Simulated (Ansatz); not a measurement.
Input for Ansatz (a first-principles code): U-B2PLYP/def2-TZVPP on F2Ge (SMILES [F][Ge][F]), 2S+1 = 1, a spin state set in the input, which need not be the lowest, at the other state's geometry. The run froze 16 orbitals, filled d shells among them.

Ansatz 0.2 input:
```yaml
crystal:
  periodic: [false, false, false]
  atoms:
    - {symbol: F, position_ang: [-1.47439686, -0.61052236, 0.00000000]}
    - {symbol: Ge, position_ang: [-0.00025699, 0.34279688, 0.00000000]}
    - {symbol: F, position_ang: [1.47531062, -0.60831099, 0.00000000]}
basis:
  gaussian:
    orbitals: def2-TZVPP
hamiltonian:
  xc: {name: B2PLYP}
correlation: {electrons: outside_noble_gas}
magnetization: {spin_polarized: true, initial_magnetization: 0}
```

It printed:

```
WARN ansatz: RAYON_NUM_THREADS=2 ignored (pool sized by the plan → 2); use --threads N
Functional definition: B2PLYP
integrals: 0.08 GiB planned
741 factors; integrals over basis functions are off by at most 7.5e-4 eV
mean field: 0.59 GiB planned
mean field evaluation 1: about -61933.4639 eV, gradient 3.5e1 eV
mean field evaluation 2: about -61933.5082 eV, gradient 3.5e1 eV
mean field evaluation 4: about -61937.1815 eV, gradient 8.2e-1 eV
mean field evaluation 8: about -61937.1982 eV, gradient 1.2e-1 eV
mean field evaluation 16: about -61937.1983 eV, gradient 5.6e-5 eV
mean field -61937.19827297 eV, -2276.1500539909 hartree, gradient 2.0e-6 eV, S^2 0.000000; 0 other end points of the search recorded, 0 dependent functions left out
16 core orbitals not correlated
reference -61937.19837149 eV, -2276.1500576112 hartree; 9, 9 occupied and 85, 85 virtual orbitals, 741 factors
second order -19.73223871 eV of doubles, -0.00000000 eV of singles
Total energy: -61942.52607594 eV, -2276.3458471386 hartree
```

The calculation finished and met its thresholds.

Cost: roughly 3 core-seconds.
